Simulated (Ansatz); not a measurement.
Wavefunction ladder for C2H6FGeN, SMILES `C[N](C)[Ge][F]`

Cartesian coordinates in Å:
```
C 0.776 -0.323 -0.814
N 0.017 0.170 0.309
C -1.399 -0.091 0.224
Ge 0.670 1.055 1.760
F 2.371 1.042 1.260
H 0.666 -1.410 -0.913
H 1.831 -0.088 -0.683
H 0.427 0.131 -1.751
H -1.605 -1.168 0.170
H -1.915 0.306 1.103
H -1.839 0.376 -0.666
```

The species carries charge 0 and has multiplicity 1. Correlated methods include outer-core shells of Ge, which these sets cover unevenly. Scalar relativity is left out up to krypton. All single points use the PBE0-D4/def2-TZVP geometry. It is one conformer, not always the lowest. Frozen core, restricted reference, Ansatz.

```
     basis      HF (Eh)  MP2 corr.  CCSD corr.       (T)  CCSD(T) total
  def2-SVP  -2308.07914   -0.85722    -0.89192  -0.02578    -2308.99684
def2-TZVPP  -2308.62269   -1.04892    -1.07383  -0.04200    -2309.73852
def2-QZVPP  -2308.67621   -1.37487           –         –              –
```
